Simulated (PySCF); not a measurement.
**Bond length, frequency and bond energy of TlSi by level of theory**

State: ⁴Σ⁻ (quartet), unpaired electrons σ ↑, π ↑↑. Set-up: basis Tl def2-SVP with ECP60, Si def2-SVP; scalar-relativistic core potentials; PySCF 2.14. De refers to Tl + Si in their high-spin ground configurations, without counterpoise correction. The functionals are run spin-unrestricted. A positive dipole means Tl(−)Si(+).

| Level | Re (Å) | ωe (cm⁻¹) | De (eV) | μ (D) |
| --- | --- | --- | --- | --- |
| UHF | 2.771 | 216 | 1.33 | -3.64 |
| UHF-MP2 | 2.674 | 244 | 1.92 | n/a |
| UHF-SCS-MP2 | 2.691 | 238 | 1.72 | n/a |
| UHF-CCSD | 2.702 | 236 | 1.80 | n/a |
| UHF-CCSD(T) | 2.697 | 237 | 1.89 | n/a |
| PBE | 2.707 | 224 | 2.37 | -2.23 |
| TPSS | 2.707 | 223 | 2.30 | -2.57 |
| r²SCAN | 2.682 | 232 | 2.32 | -2.50 |
| PBE0 | 2.683 | 234 | 2.22 | -2.56 |
| r²SCAN0 | 2.668 | 238 | 2.19 | -2.62 |
| BHandHLYP | 2.694 | 232 | 1.83 | -2.59 |

The bond length runs from 2.668 Å (r²SCAN0) to 2.771 Å (UHF). De spans 1.33 eV (UHF, mean field) to 2.37 eV (PBE, GGA). Correlation at CCSD(T) changes the Hartree–Fock bond energy by +0.56 eV; the triples alone change it by +0.09 eV.

Correlated steps freeze 9 core orbitals. Correlated levels converge slowly with the basis: in double zeta they bind strong bonds too weakly, by up to about 1 eV, and carry superposition errors of some tenths. Spin–orbit coupling is left out, which matters for elements this heavy, above all for dissociation energies. The state was picked by a PBE0 search and need not be the measured ground state.
